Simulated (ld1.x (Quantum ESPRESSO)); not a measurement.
# Ag (Z = 47): one change to a PAW potential, before and after

```
Element                 : silver (Ag)
Generator               : ld1.x (Quantum ESPRESSO) 7.5
Type                    : PAW
Functional              : LDA (PZ)
Relativity              : scalar-relativistic
Frozen core             : [Ar] 3d10 4s2
Valence charge          : 17
Reference configuration : 4p6 4d9 5s2 5p0
Partial waves           : 5s (bound): rcut 2.20, rcutus 2.55 bohr; 5s channel at 0.5 Ry: rcut 2.20, rcutus 2.55 bohr; 4p (bound): rcut 1.80, rcutus 2.20 bohr; 5p (bound, empty): rcut 1.80, rcutus 2.20 bohr; 4d (bound): rcut 1.30, rcutus 1.55 bohr; 4d channel at -0.25 Ry: rcut 1.30, rcutus 1.55 bohr
Local potential         : all-electron potential smoothed inside 1.90 bohr (lloc = -1)
Core correction         : a·sin(br)/r model core inside 1.45 bohr
Augmentation charge     : BESSEL, radius 1.15 bohr
```

Change: waves 4p (bound): rcut 1.80, rcutus 2.84 bohr; 5p (bound): rcut 1.80, rcutus 2.84 bohr.

Cutoffs: the cutoffs (Ry, on a coarse ladder) from which the occupation-weighted sum of valence levels, in a spherical-Bessel basis at the reference potential, stays within 10 and 1 mRy of its value at 400 Ry; they do not see the model core or the augmentation charge, which bear on the density cutoff. Errors are all-electron minus pseudo energies relative to the spin-unpolarised reference configuration.

Question: What does the change do?

Answer: The potential gets neither clearly harder nor softer (45 Ry and 80 Ry → 45 Ry and 80 Ry); the d channel sets the loose cutoff, while the largest relative change is in p, which becomes softer; the number of tests that count goes from 8 to 1 (the test run of the changed file stopped, so its transferability is not established); neither file shows a bound ghost at the reference potential, the only one tested.

| quantity | base | changed |
| --- | --- | --- |
| cutoff, loose | 45 Ry | 45 Ry |
| cutoff, tight | 80 Ry | 80 Ry |
| loose cutoff by channel (10 mRy a level) | s 6 Ry, p 15 Ry, d 40 Ry | s 6 Ry, p 8 Ry, d 40 Ry |
| bound ghosts | none | none |
| tests counted (converged, no solver errors) | 8 of 9 | 1 of 9 (the test run stopped) |
| error for 4p6 4d10 5s1 5p0, meV [ΔE -3.96 eV] | +15 | +12 |
| lowest overlap eigenvalue by channel | s 0.32, p 0.70, d 0.84 | s 0.32, p 0.71, d 0.84 |

Base: Tests not counted: 4p6 4d9 5s1 5p1 (solver errors, printed error -2.5 eV). These tests converged, but a pseudo level misses the all-electron one widely, so the file describes the atom poorly there or has found another state: 4p5 4d10 5s1 5p0: 5s by 35.7 eV (a node warning on the way).
